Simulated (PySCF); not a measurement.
Computed shifts of a molecule CH₁₀O₂Si₃, PySCF with PBE/pcSseg-1, GIAO, gas phase, equivalent atoms averaged, in ppm (number of nuclei): ²⁹Si: -17.7 (1), -39.0 (1), -41.7 (1). ¹³C: 3.4 (1). ¹H: 5.57 (6), 5.47 (1), 0.53 (3). References: ²⁹Si against TMS (σ = 335.4 ppm); ¹³C against TMS (σ = 182.0 ppm); ¹⁷O against H2O (σ = 334.3 ppm); ¹H against TMS (σ = 31.49 ppm), references at their B3LYP-D3(BJ)/def2-TZVP geometries, non-relativistic. Geometry: B3LYP-D3(BJ)/def2-SVP. One conformer was computed; it need not be the lowest.

Task: Identify the compound among the candidates.
A. O[SiH2][C@H](O)[SiH2][SiH3]
B. C[Si@@](O)([SiH3])[SiH2]O
C. C[SiH](O[SiH3])O[SiH3]
D. O[SiH2]CO[SiH2][SiH3]

Result: C, C[SiH](O[SiH3])O[SiH3]
